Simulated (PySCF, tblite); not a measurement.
Isomers of C7H15FSi, one GFN2-xTB conformer each. Single-point energies are computed at PBE0/pcSseg-1 (PySCF, gas phase, no added dispersion term), electronic only.

Question: Rank them by PBE0/pcSseg-1 energy, lowest first (kcal/mol).
A. `[CH3:1][CH2:2][C@@H:3]1[CH2:4][CH2:5][SiH2:6][CH2:7][C@H:8]1[F:9]` with C1–C2–C3–C4 -170°, C2–C3–C4–C5 -61°, C3–C4–C5–Si6 -57°, C4–C5–Si6–C7 43°, C5–Si6–C7–C8 -42°
B. `[CH3:1]/[C:2](=[C:3](\[SiH3:4])[CH2:5][F:6])[CH:7]([CH3:8])[CH3:9]` with C2–C3–C5–F6 -69°, C1–C2–C7–C8 80°

Answer: A (0.0), B (31.5).

As drawn, the higher has a C=C bond outside aromatic rings, which the lower lacks. GFN2-xTB itself gives, in the same order: 0.0, 19.4. Both levels put the same isomer lowest.

Q: Which frontier levels, dipoles and rotational constants go with these structures?

A: 
```csv
SMILES,"HOMO (eV, PBE0/pcSseg-1)",LUMO (eV),dipole (D),"A, B, C (MHz)"
CC[C@@H]1CC[SiH2]C[C@H]1F,-7.86,1.08,1.97,"1775, 1072, 946.8"
C/C(=C(\[SiH3])CF)C(C)C,-7.24,-0.59,1.98,"1641, 942.2, 722.7"
```

Q: What happens when harmonic zero-point energies from GFN2-xTB frequencies are added?

A: 
| SMILES | ZPE (kcal/mol) | electronic (kcal/mol) | with ZPE (kcal/mol) |
| --- | --- | --- | --- |
| CC[C@@H]1CC[SiH2]C[C@H]1F | 127.7 | 0.0 | 0.0 |
| C/C(=C(\[SiH3])CF)C(C)C | 123.7 | 31.5 | 27.5 |

The zero-point energies span 4.0 kcal/mol. The order is unchanged.
